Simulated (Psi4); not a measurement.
CHO$_{3}$ (SMILES O=C([O-])O), charge -1, singlet, at a GFN2-xTB geometry (a gas-phase anion, which may not be bound at this level); WB97X-V/aug-cc-pVDZ run with Psi4 1.11.

Here is a job for Psi4.
```
memory 2 GB

molecule mol {
-1 1
  O     1.133934   -0.595474    0.060069
  C    -0.172049    0.046248   -0.010546
  O    -0.117490    1.273465    0.033117
  O    -1.108087   -0.728969   -0.101257
  H     1.765446    0.130336    0.127853
}

set basis aug-cc-pvdz
set reference rks
set scf_type pk
set puream true
set d_convergence 1e-8
set dft_radial_points 99
set dft_spherical_points 590

energy('wb97x-v')
print_variables()
```

Output, abridged:

```
   => Loading Basis Set <=

    Name: AUG-CC-PVDZ
    Role: ORBITAL
    Keyword: BASIS

         ---------------------------------------------------------
                                   SCF
               by Justin Turney, Rob Parrish, Andy Simmonett
                          and Daniel G. A. Smith
                              RKS Reference
         ---------------------------------------------------------

  ==> Geometry <==

    Molecular point group: c1
    Full point group: C1

    Geometry (in Angstrom), charge = -1, multiplicity = 1:

       Center              X                  Y                   Z               Mass
    ------------   -----------------  -----------------  -----------------  -----------------
         O            1.162644862987    -0.593358055772     0.062147835248    15.994914619570
         C           -0.143338137013     0.048363944228    -0.008467164752    12.000000000000
         O           -0.088779137013     1.275580944228     0.035195835248    15.994914619570
         O           -1.079376137013    -0.726853055772    -0.099178164752    15.994914619570
         H            1.794156862987     0.132451944228     0.129931835248     1.007825032230

  Running in c1 symmetry.

  Rotational constants: A =      0.41940  B =      0.38236  C =      0.20001 [cm^-1]
  Rotational constants: A =  12573.36626  B =  11462.94425  C =   5996.25289 [MHz]
  Nuclear repulsion =  113.519557690566401

  Charge       = -1
  Multiplicity = 1
  Electrons    = 32
  Nalpha       = 16
  Nbeta        = 16

  ==> Algorithm <==

  SCF Algorithm Type is PK.
  DIIS enabled.
  MOM disabled.
  Fractional occupation disabled.
  Guess Type is SAD.
  Energy threshold   = 1.00e-06
  Density threshold  = 1.00e-08
  Integral threshold = 1.00e-12

  ==> Primary Basis <==

  Basis Set: AUG-CC-PVDZ
    Blend: AUG-CC-PVDZ
    Number of shells: 41
    Number of basis functions: 101
    Number of Cartesian functions: 109
    Spherical Harmonics?: true
    Max angular momentum: 2

  ==> DFT Potential <==

   => LibXC <=

    Version 7.1.2
    S. Lehtola, C. Steigemann, M. J. T. Oliveira, and M. A. L. Marques,  SoftwareX 7, 1–5 (2018) (10.1016/j.softx.2017.11.002)

   => Composite Functional: WB97X-V <=

    wB97X-V Hyb-GGA Exchange-Correlation Functional

    N. Mardirossian and M. Head-Gordon,  Phys. Chem. Chem. Phys. 16, 9904–9924 (2014) (10.1039/C3CP54374A)

    Deriv               =              1
    GGA                 =           TRUE
    Meta                =          FALSE

    Exchange Hybrid     =           TRUE
    MP2 Hybrid          =          FALSE

   => Exchange-Correlation Functionals <=

    1.0000   wB97X-V range-separated functional

   => Exact (HF) Exchange <=

    0.8330            HF,LR [omega = 0.3000]
    0.1670               HF

   => LibXC Density Thresholds  <==

    XC_HYB_GGA_XC_WB97X_V:  1.00E-14

   => VV10 Non-Local Parameters <=

    VV10 B              =     6.0000E+00
    VV10 C              =     1.0000E-02

   => Molecular Quadrature <=

    Radial Scheme          =       TREUTLER
    Pruning Scheme         =           NONE
    Nuclear Scheme         =       TREUTLER

    Blocking Scheme        =         OCTREE
    BS radius alpha        =              1
    Pruning alpha          =              1
    Radial Points          =             99
    Spherical Points       =            590
    Total Points           =         283675
    Total Blocks           =           2100
    Max Points             =            256
    Max Functions          =            101
    Weights Tolerance      =       1.00E-15

  ==> Integral Setup <==

  Using in-core PK algorithm.
   Calculation information:
      Number of atoms:                   5
      Number of AO shells:              41
      Number of primitives:            107
      Number of atomic orbitals:       109
      Number of basis functions:       101

      Integral cutoff                 1.00e-12
      Number of threads:                 1

[...]

  Computing range-separated integrals for PK
  We computed 370969 wK shell quartets total.
  Whereas there are 371091 wK unique shell quartets.

  ==> DiskJK: Disk-Based J/K Matrices <==

    J tasked:                  Yes
    K tasked:                  Yes
    wK tasked:                 Yes
    Omega:               3.000E-01
    Schwarz Cutoff:          1E-12

  Minimum eigenvalue in the overlap matrix is 8.5629902558E-04.
  Reciprocal condition number of the overlap matrix is 1.1157229444E-04.
    Using symmetric orthogonalization.

  ==> Pre-Iterations <==

  SCF Guess: Superposition of Atomic Densities via on-the-fly atomic UHF (no occupation information).

   -------------------------
    Irrep   Nso     Nmo
   -------------------------
     A        101     101
   -------------------------
    Total     101     101
   -------------------------

  ==> Iterations <==

                        Total Energy        Delta E     RMS |[F,P]|

   @RKS iter SAD:  -263.47789592220977   -2.63478e+02   0.00000e+00
   @RKS iter   1:  -264.11990460507866   -6.42009e-01   8.70750e-03 DIIS/ADIIS
   @RKS iter   2:  -264.12856716566756   -8.66256e-03   9.06064e-03 DIIS/ADIIS
   @RKS iter   3:  -264.41726985121176   -2.88703e-01   4.68747e-04 DIIS/ADIIS
   @RKS iter   4:  -264.41801217994492   -7.42329e-04   2.58098e-04 DIIS/ADIIS
   @RKS iter   5:  -264.41826534501018   -2.53165e-04   8.06063e-05 DIIS
   @RKS iter   6:  -264.41829160662468   -2.62616e-05   2.04707e-05 DIIS
   @RKS iter   7:  -264.41829414069383   -2.53407e-06   6.55025e-06 DIIS
   @RKS iter   8:  -264.41829435562033   -2.14927e-07   3.29988e-06 DIIS
   @RKS iter   9:  -264.41829443360933   -7.79890e-08   4.74782e-07 DIIS
   @RKS iter  10:  -264.41829443807927   -4.46994e-09   9.56825e-08 DIIS
   @RKS iter  11:  -264.41829443829477   -2.15493e-10   2.45242e-08 DIIS
   @RKS iter  12:  -264.41829443831142   -1.66551e-11   7.91970e-09 DIIS
  Energy and wave function converged.

  ==> Post-Iterations <==

   Electrons on quadrature grid:
      Ntotal   =   32.0000001166 ; deviation = 1.166e-07

    Orbital Energies [Eh]
    ---------------------

    Doubly Occupied:

[...]
      16A     -0.147313

    Virtual:

[...]
     101A      4.222787

    Final Occupation by Irrep:
              A
    DOCC [    16 ]
    NA   [    16 ]
    NB   [    16 ]

  @RKS Final Energy:  -264.41829443831142

   => Energetics <=

    Nuclear Repulsion Energy =            113.5195576905664012
    One-Electron Energy =                -595.5205176255437891
    Two-Electron Energy =                 239.9827678206206656
    DFT Exchange-Correlation Energy =     -22.5294591671510567
    Empirical Dispersion Energy =           0.0000000000000000
    VV10 Nonlocal Energy =                  0.1293568431963497
    Total Energy =                       -264.4182944383114204

Computation Completed

Properties will be evaluated at   0.000000,   0.000000,   0.000000 [a0]

Properties computed using the SCF density matrix

 Multipole Moments:

 ------------------------------------------------------------------------------------
     Multipole            Electronic (a.u.)      Nuclear  (a.u.)        Total (a.u.)
 ------------------------------------------------------------------------------------

 L = 1.  Multiply by 2.5417464519 to convert [e a0] to [Debye]
 Dipole X            :         -0.6987793            1.6819408            0.9831615
 Dipole Y            :         -0.0473669            0.1239552            0.0765883
 Dipole Z            :         -0.0504687            0.1217983            0.0713297
 Magnitude           :                                                    0.9887165

 ------------------------------------------------------------------------------------

  Variable Map:
  ----------------------------------------------------------------------------
[...]
  Array Variable Map:
  ----------------------------------------------------------------------------
[...]
[...]
```
